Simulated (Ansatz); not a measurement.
Consider the ligand exchange at a Ta–F bond: `[OH][Ta]([OH])([OH])([OH])[F]` + HCl → `[OH][Ta]([OH])([OH])([OH])[Cl]` + H–F.

Computed with Ansatz on PBE0-D4/def2-TZVP structures; ΔE is electronic, products minus reactants. CBS: MP2 limit from def2 TZ/QZ plus the TZ coupled-cluster correction, frozen cores. This one scheme is used for every species. DFT in def2-TZVPP. def2 core potentials past Kr. For Ta outer-core shells are correlated without core-valence functions, which leaves a few kJ/mol of doubt a bond. One conformer a species, not always the lowest.

| level | ΔE (kJ/mol) |
| --- | --- |
| PBE0-D4 | 14.5 |
| MP2/def2-TZVPP | 10.0 |
| HF/CBS(def2) | 34.8 |
| MP2/CBS(def2) | 4.7 |

Task: What does CCSD(T)/CBS give? (Estimate.)

Result: Computed: +14.2 kJ/mol. The listed levels differ from it by 0.3, -4.2, 20.6, -9.5 kJ/mol.

Largest T1 diagnostic among the species: 0.018.

The D4 term adds −5.8 kJ/mol with B3LYP and −3.2 kJ/mol with PBE0; it sums over pairs of atoms, weighted by their polarisabilities, and B3LYP, whose exchange is more repulsive, gets the larger term. In def2-TZVPP, CCSD(T) changes the Hartree–Fock value by −14.5 kJ/mol (the triples alone add −4.8 kJ/mol) and MP2 by −24.0 kJ/mol.

B3LYP here is the variant with VWN-RPA as its local correlation; programs differ in this.
